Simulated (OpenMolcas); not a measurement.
Co⁷⁺: input and output

Input:

```
&GATEWAY
Coord
1

Co 0.0 0.0 0.0
Basis=ANO-RCC-MB
Group=XYZ
NoMove
AngMom=0.0 0.0 0.0
AMFI
&SEWARD
&RASSCF
FileOrb=start.orb
Symmetry=1
Spin=3
nActEl=2 0 0
Inactive=3 6
Ras2=5 0
CIRoot=10 10 1
SDav=10
CIMx=300
Iter=120 100
PrWF=0.3
OrbListing=Nothing
MaxOrb=0
Atom
>>> COPY $Project.JobIph JOB001
&RASSCF
FileOrb=start.orb
Symmetry=1
Spin=1
nActEl=2 0 0
Inactive=3 6
Ras2=5 0
CIRoot=15 15 1
SDav=15
CIMx=300
Iter=120 100
PrWF=0.3
OrbListing=Nothing
MaxOrb=0
Atom
>>> COPY $Project.JobIph JOB002
&RASSI
NrOfJobIphs=2 10 15
1 2 3 4 5 6 7 8 9 10
1 2 3 4 5 6 7 8 9 10 11 12 13 14 15
IphNames
JOB001
JOB002
EJob
SpinOrbit
DIPRint=1.0
SOCoupling=1000.0
Subsets=2
MEES
Property=10
'ANGMOM' 1 'ANGMOM' 2 'ANGMOM' 3 'MLTPL  1' 1 'MLTPL  1' 2 'MLTPL  1' 3
'AMFI' 1 'AMFI' 2 'AMFI' 3 'MLTPL  2' 6
SOProperty=3
'ANGMOM' 1 'ANGMOM' 2 'ANGMOM' 3
```

Launched by
```bash
OMP_NUM_THREADS=1 MOLCAS_MEM=1689 MOLCAS_PROJECT=a pymolcas a.inp > a.log  # once for each step of the input, in one work folder
```

A driver script runs the steps one by one and writes start.orb anew before each from the orbitals found so far.

Output, cut to the results:

```
--- SEWARD ---
Basis set label: CO.ANO-RCC...4S3P1D.

      Electronic valence basis set:
      ------------------
      Associated Effective Charge  27.000000 au
      Associated Actual Charge     27.000000 au
      Nuclear Model: Point charge

      Shell  nPrim  nBasis  Cartesian Spherical Contaminant
         s      21       4        X
         p      15       3        X
         d      10       1                 X
                  Relativistic Douglas-Kroll-Hess integrals:
                    - DKH order of Hamiltonian: 2
                    - DKH order of Properties : 0
                  Atomic mean-field integrals
--- RASSCF ---
Wave function specifications:
      -----------------------------

      Number of closed shell electrons          18
      Number of electrons in active shells       2
      Max number of holes in RAS1 space          0
      Max nr of electrons in RAS3 space          0
      Number of inactive orbitals                9
      Number of active orbitals                  5
      Number of secondary orbitals               4
      Spin quantum number                      1.0
      State symmetry                             1
Orbital specifications:
      -----------------------

      Symmetry species                           1   2
                                                ag  au
      Frozen orbitals                            0   0
      Inactive orbitals                          3   6
      Active orbitals                            5   0
      RAS1 orbitals                              0   0
      RAS2 orbitals                              5   0
      RAS3 orbitals                              0   0
      Secondary orbitals                         1   3
      Deleted orbitals                           0   0
      Number of basis functions                  9   9
      Number of CSFs                            10
      Number of root(s) required                10
      Iter CI   SX   CI       RASSCF       Energy    max ROT     max BLB   max BLB  Level Ln srch  Step   QN
          iter iter root      energy       change     param      element    value   shift minimum  type update
 Nr of preliminary CI iterations:   1
      Total energies have been shifted. Add                -1000.00 au
        1   1    4    0  -374.89799524    0.00E+00   7.25E-02    4   7 2  9.36E-01*  0.00   0.00    SX    NO
        2   1    4    0  -375.14154498   -2.44E-01*  5.52E-03    4   7 2  6.87E-02*  0.00   0.00    SX    NO
        3   1    4    0  -375.14288886   -1.34E-03* -2.87E-04    5   8 2  3.56E-03*  0.00   0.00    SX    NO
        4   1    3    0  -375.14289255   -3.69E-06* -1.50E-05    5   8 2  1.86E-04*  0.00   0.00    SX    NO
        5   1    3    0  -375.14289256   -1.02E-08* -8.26E-07    6   9 2  9.74E-06   0.00   1.06    QN   YES
        6   1    1    0  -375.14289256   -2.82E-11  -7.42E-13    3   9 1  1.42E-08   0.00   1.00    QN   YES
      Convergence after  6 iterations
        7   1    1    0  -375.14289256    4.55E-13  -7.42E-13    3   9 1  1.42E-08   0.00   1.00    QN   YES
      Natural orbitals and occupation numbers for root  1
      sym 1:   0.088794   0.911206  -0.000000   0.088794   0.911206
      Natural orbitals and occupation numbers for root  2
      sym 1:  -0.000000   0.771431   0.228569   0.771431   0.228569
      Natural orbitals and occupation numbers for root  3
      sym 1:   0.971889  -0.000000   0.971889   0.028111   0.028111
::    RASSCF root number  1 Total energy:  -1375.16658541
::    RASSCF root number  2 Total energy:  -1375.16658541
::    RASSCF root number  3 Total energy:  -1375.16658541
::    RASSCF root number  4 Total energy:  -1375.16658541
::    RASSCF root number  5 Total energy:  -1375.16658541
::    RASSCF root number  6 Total energy:  -1375.16658541
::    RASSCF root number  7 Total energy:  -1375.16658541
::    RASSCF root number  8 Total energy:  -1375.08760924
::    RASSCF root number  9 Total energy:  -1375.08760924
::    RASSCF root number 10 Total energy:  -1375.08760924
--- RASSCF ---
Wave function specifications:
      -----------------------------

      Number of closed shell electrons          18
      Number of electrons in active shells       2
      Max number of holes in RAS1 space          0
      Max nr of electrons in RAS3 space          0
      Number of inactive orbitals                9
      Number of active orbitals                  5
      Number of secondary orbitals               4
...
--- RASSI ---
SPIN-FREE ENERGIES:
  (Shifted by EMIN (a.u.) =      -1375.1665854097)

 SF State       Relative EMIN(au)   Rel lowest level(eV)    D:o, cm**(-1)      L_eff

     1             0.0000000000        0.0000000000              0.0000         3.0
     2             0.0000000000        0.0000000000              0.0000         3.0
     3             0.0000000000        0.0000000000              0.0000         3.0
     4             0.0000000000        0.0000000000              0.0000         3.0
     5             0.0000000000        0.0000000000              0.0000         3.0
     6             0.0000000000        0.0000000000              0.0000         3.0
     7             0.0000000000        0.0000000000              0.0000         3.0
    11             0.0648084796        1.7635285705          14223.8172         2.0
    12             0.0648084796        1.7635285705          14223.8172         2.0
    13             0.0648084796        1.7635285705          14223.8172         2.0
    14             0.0648084796        1.7635285705          14223.8172         2.0
    15             0.0648084796        1.7635285705          14223.8172         2.0
    10             0.0789761734        2.1490511587          17333.2665         1.0
     8             0.0789761734        2.1490511587          17333.2665         1.0
     9             0.0789761734        2.1490511587          17333.2665         1.0
    16             0.1016640272        2.7664191112          22312.6749         4.0
    17             0.1016640272        2.7664191112          22312.6749         4.0
    18             0.1016640272        2.7664191112          22312.6749         4.0
    19             0.1016640272        2.7664191112          22312.6749         4.0
    20             0.1016640272        2.7664191112          22312.6749         4.0
    21             0.1016640272        2.7664191112          22312.6749         4.0
...
```

Levels above the lowest, from the spin-orbit matrix, grouped by J:

| Configuration | Term | J | E (cm-1) | Measured (cm-1) | g | Term weight % | Second |
| --- | --- | --- | --- | --- | --- | --- | --- |
| 3d2 | 3F | 2 | 0.0 | 0.0 | 0.667 | 100 |  |
| 3d2 | 3F | 3 | 788 | 1430 | 1.084 | 100 |  |
| 3d2 | 3F | 4 | 1776 | 3144 | 1.250 | 100 |  |
| 3d2 | 1D | 2 | 15151 | 19624 | 1.020 | 96 | 4 3P |
| 3d2 | 3P | 0 | 17833 | 22304 |  | 100 |  |
| 3d2 | 3P | 1 | 18122 | 22839 | 1.501 | 100 |  |
| 3d2 | 3P | 2 | 18772 | 24055 | 1.480 | 96 | 4 1D |
| 3d2 | 1G | 4 | 23362 | 32360 | 1.000 | 100 |  |
| 3d2 | 1S | 0 | 56061 | 74247 |  | 100 |  |

Against the 8 measured excited levels shown (Sugar and Corliss, J. Phys. Chem. Ref. Data 10, 1097 (1981)) the mean absolute deviation is 6000 cm-1; the largest miss in energy is 3d2 1S0: computed 56061, measured 74247 cm-1 (-24.5 %), and the largest in proportion 3d2 3F3 (-44.9 %).

Without dynamic correlation excited terms often stand tens of per cent too high (terms of higher spin than the ground term too low), and those without a measured partner can miss by more than the paired ones. The basis is small and was not contracted for so high a charge. Measured partners are found by configuration, term and J. A level has none where our copy of the source lacks it or the pairing is in doubt (some pairs that miss far off the trend of their configuration count as doubtful), and it then counts in no deviation. Levels of configurations outside the active space are missing.

The term weight is that of the spin-free term in the level, not the purity of its configuration.
